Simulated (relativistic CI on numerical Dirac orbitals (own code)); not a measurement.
## One change at a time: Ho XXIII

Base calculation: Dirac-Coulomb-Breit CI, separate exchange-only KLI orbitals for each configuration, model QED (radiative potential, 1s self-energy scaled to tabulated hydrogen-like ionisation energies), unscaled Slater integrals.

Configurations in the expansion (outside the closed core [Ar] 3d10): 4s²4p⁶4d⁹, 4s²4p⁵4d¹⁰, 4s²4p⁶4d⁸4f, 4s4p⁶4d¹⁰, 4s²4p⁵4d⁹4f, 4s²4p⁶4d⁸5s, 4s4p⁶4d⁹4f, 4s²4p⁶4d⁸5p, 4s²4p⁶4d⁷4f5s, 4s²4p⁶4d⁸5d, 4s²4p⁶4d⁷5s5p, 4s²4p⁵4d⁹5s, 4s²4p⁶4d⁷5s², 4s²4p⁶4d⁶4f5s², 4s²4p⁵4d⁷4f5s², 4s4p⁶4d⁷4f5s². Double excitations out of closed p, d and f shells are left out; levels of such configurations are missing from the list, as are those of other unlisted configurations, and high levels can miss mixing partners.

The lowest level and the first level of each name with at least 55 % of one term (blank where a level has no safe partner in the second run):

| Level | Base (cm⁻¹) | Shift (cm⁻¹) |
| --- | --- | --- |
| 4s²4p⁶4d⁹ ²D5/2 | 0 | 0 |
| 4s²4p⁶4d⁹ ²D3/2 | 73476 | -73476 |
| 4s²4p⁵4d¹⁰ ²P°3/2 | 1158078 | -91794 |
| 4s²4p⁶4d⁸4f ⁴F°7/2 | 1260321 | -19322 |
| 4s²4p⁶4d⁸4f ⁴F°9/2 | 1273307 | -32308 |
| 4s²4p⁶4d⁸4f ⁴I°15/2 | 1288745 | -14452 |
| 4s²4p⁶4d⁸4f ⁴D°7/2 | 1292494 | -36497 |
| 4s²4p⁶4d⁸4f ⁴H°13/2 | 1301130 | -20405 |
| 4s²4p⁶4d⁸4f ⁴G°7/2 | 1338736 |  |
| 4s²4p⁶4d⁸4f ²K°13/2 | 1375309 | -67122 |
| 4s²4p⁶4d⁸4f ²K°15/2 | 1385471 | -77284 |
| 4s²4p⁶4d⁸4f ²F°7/2 | 1385597 |  |
| 4s²4p⁶4d⁸4f ⁴D°5/2 | 1417049 |  |
| 4s²4p⁶4d⁸4f ²I°11/2 | 1428983 |  |

At this charge energies of transitions that change n are usually good to better than 1 %, and those within a shell (Δn = 0) to a few per cent.

Problem. One thing was changed in a second run, which moved the levels as shown. Which?
A. Breit term removed
B. non-relativistic limit
C. QED terms removed
D. configuration mixing switched off

Solution. B. Non-relativistic limit. Without relativity the fine structure collapses and s electrons lose their extra binding.

LS names give the leading component of a level, which can be under half, so a name can repeat, a term be missing and a line seem to break the LS rules.
